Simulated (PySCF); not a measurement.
Run record: geometry optimisation, WO(OMe)3, `C[O][W](=[O])([O]C)[O]C` [radical].

Computed with PBE0-D3(BJ)/def2-SVP geometry optimisation, gas phase, def2 core potentials past Kr (PySCF 2.14.0). Start geometry: GFN1-xTB. A driver script takes a list of jobs; this job's settings line and coordinates (Å) are shown.

Input:
```
{"job": {"xc": "PBE0", "basis": "def2-SVP", "d3": "d3bj", "grid": 1, "maxiter": 30, "shake": 0.03, "kind": "geom"}, "charge": 0, "multiplicity": 2}
W     -0.084490     0.019610     1.183880
O      0.558750     0.171390     2.701750
O      1.234180    -0.079350    -0.093780
C      2.285540    -1.146160    -0.247490
H      2.672340    -1.432810     0.681200
H      2.949420    -0.861070    -0.968920
H      1.693340    -2.052680    -0.616820
O     -0.564230     1.860200     0.591590
C      0.010860     2.798350    -0.184820
H      0.522150     3.545220     0.380040
H     -0.765710     3.268080    -0.841440
H      0.769650     2.301600    -0.885990
O     -1.502620    -0.984800     0.479910
C     -2.312750    -1.710030    -0.338430
H     -3.045350    -2.294690     0.206730
H     -1.690620    -2.406680    -0.925580
H     -2.758990    -0.996770    -1.061570
```

Output:
```
step   0  E = -487.00838222  max force = 0.119771
step   1  E = -487.03393967  max force = 0.069695
step   2  E = -487.04656459  max force = 0.017498
step   3  E = -487.04999306  max force = 0.012653
step   4  E = -487.05078389  max force = 0.005072
step   5  E = -487.05100188  max force = 0.001823
step   6  E = -487.05110211  max force = 0.001978
step   7  E = -487.05119657  max force = 0.002816
step   8  E = -487.05137824  max force = 0.002692
step   9  E = -487.05153553  max force = 0.002837
step  10  E = -487.05166066  max force = 0.002124
step  11  E = -487.05173517  max force = 0.001073
step  12  E = -487.05175001  max force = 0.000612
step  13  E = -487.05176103  max force = 0.000458
step  14  E = -487.05176740  max force = 0.000574
step  15  E = -487.05177604  max force = 0.000758
step  16  E = -487.05178478  max force = 0.000778
step  17  E = -487.05179488  max force = 0.000586
step  18  E = -487.05180334  max force = 0.000593
step  19  E = -487.05180736  max force = 0.000334
optimisation converged
```

Energies in Eh; «max force» is the largest Cartesian gradient component in Eh/bohr.

Question: Give the first gradient maximum in eV/Å.

Answer: With 1 Eh/bohr = 51.422 eV/Å, 6.159 eV/Å.

Main results: final energy -487.05181 Eh after 19 steps; dipole 3.95 D.

Question: How long does this job take on one thread, Arm Neoverse V2 (aarch64), no GPU, shared host with 96 logical CPUs at a one-minute load of 47? And the peak memory of the process?

Answer: About 12 min, with 0.92 GiB resident at the peak, the Python interpreter and its libraries included.
Labels such as C1 count atoms from 1, the log's own numbers from 0.
